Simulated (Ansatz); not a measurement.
The molecule LiMg-, closed-shell singlet (lowest of 2S+1 = 1, 3 at CCSD(T)/def2-TZVPP on PBE0 minima; our sources give no spin for the ground state, which may be another).

Seven points along R, fitted to fifth degree in 1/R; most abundant isotopes. Runs in def2 and cc sets follow the lowest solution found near the PBE0 minimum. The singlet is held restricted. HF and MP2 rows in def2 and cc sets belong to the determinant that coupled cluster picked by its CCSD energy.

Correlated levels freeze the inner cores; with def2 sets outer-core shells near the valence are correlated too.

The values were computed with Ansatz (Gaussian orbitals). Each number belongs to the level named beside it.

Task: What bond length and harmonic frequency does BHLYP/def2-TZVPP give?

Result: r_e = 3.650 Å, ω_e = 109 cm⁻¹.

Task: What bond length and harmonic frequency does SCS-MP2/def2-QZVPP give?

Result: r_e = 3.557 Å, ω_e = 119 cm⁻¹.

Task: What bond length and harmonic frequency does CCSD(T)/def2-QZVPP give?

Result: r_e = 3.404 Å, ω_e = 143 cm⁻¹.

Doubts at one or more of the structures used: a restricted determinant that unrestricted orbitals would lower (SCS-MP2/def2-QZVPP, CCSD(T)/def2-QZVPP).

Ansatz is a first-principles code.
